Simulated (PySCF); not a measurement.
## Working with the constants of WH

PBE0 constants of WH, ⁶Σ⁺ (sextet), unpaired electrons σ ↑, π ↑↑, δ ↑↑ (PySCF, scalar-relativistic core potentials, basis sets H cc-pVDZ, W cc-pVDZ-PP with ECP60; masses 1.0078 and 183.9509 u):

* ωe: 1933.9 cm⁻¹
* ωexe: 28.7 cm⁻¹
* Be: 5.7425 cm⁻¹
* αe: 0.139 cm⁻¹
* D (centrifugal): 0.000203 cm⁻¹

Give the vibrational terms G(v) and spacings up to v = 6.

G(v) = ωe(v+½) − ωexe(v+½)².

```csv
v,G(v) (cm⁻¹),G(v) − G(v−1),Bv (cm⁻¹)
0,960,,5.673
1,2836,1877,5.534
2,4655,1819,5.395
3,6417,1762,5.256
4,8121,1704,5.117
5,9768,1647,4.978
6,11358,1589,4.839
```

De is left out where the level can put another filling of the metal’s s and d shells below the measured ground configuration, by anything from nothing to about 1 eV. These are scalar-relativistic numbers at best; spin–orbit coupling would shift them, the dissociation energy most. The state is the lowest single determinant that the PBE0 search found; with open d or f shells the true ground state can be another one.
